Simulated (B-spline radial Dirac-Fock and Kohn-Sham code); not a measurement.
Auger decay of the 4p1/2 hole in Hg²⁺

System: mercury as Hg²⁺ in the configuration [Xe] 4f14 5d10, inside a Watson sphere of charge -2 and radius 3 Å (a model of the Madelung potential; inside it an electron's potential energy is raised by 9.6 eV).

Model: a relativistic independent-particle model: LDA orbitals of the hole state, radiative multipoles to third order, Auger rates from the Coulomb interaction with a continuum orbital, Dirac-Fock energies. Program: an atomic code on a B-spline grid. Kinetic energies are configuration averages from the vacuum level; the two-hole energies are estimated from single-hole states.

| transition | kinetic energy (eV) | width (meV) | share (%) |
| --- | --- | --- | --- |
| N2-N3O3 | 2.14 | 267 | 2.1 |
| N2-N3O5 | 65.51 | 159 | 1.2 |
| N2-N4O1 | 140.5 | 640 | 4.9 |
| N2-N4N6 | 158.8 | 2030 | 15.6 |
| N2-N4N7 | 160.1 | 4380 | 33.7 |
| N2-N5N6 | 175.8 | 655 | 5.0 |
| N2-N5N7 | 181.9 | 172 | 1.3 |
| N2-N4O2 | 183.2 | 486 | 3.7 |
| N2-N4O3 | 202.1 | 725 | 5.6 |
| N2-N5O2 | 202.5 | 412 | 3.2 |
| N2-N4O4 | 263.8 | 322 | 2.5 |
| N2-N4O5 | 265.7 | 532 | 4.1 |
| N2-N6N7 | 440.0 | 297 | 2.3 |
| N2-N6O2 | 462.8 | 311 | 2.4 |
| N2-N7O2 | 466.7 | 491 | 3.8 |
| N2-N7O4 | 547.1 | 148 | 1.1 |

Coster-Kronig rates are the weakest part of this model and often come out 1.5 to 2.5 times too large. Super-Coster-Kronig decay this fast strains the one-particle picture, and such widths tend to come out too large. The listed channels hold 93 % of the non-radiative rate. Summed by principal shells, of 13.0 eV in all: NNN 58.4 %, NNO 40.0 %, NOO 1.6 %.

Values without a named source are computed, but for edge energies of neutral atoms, which are taken from tables.
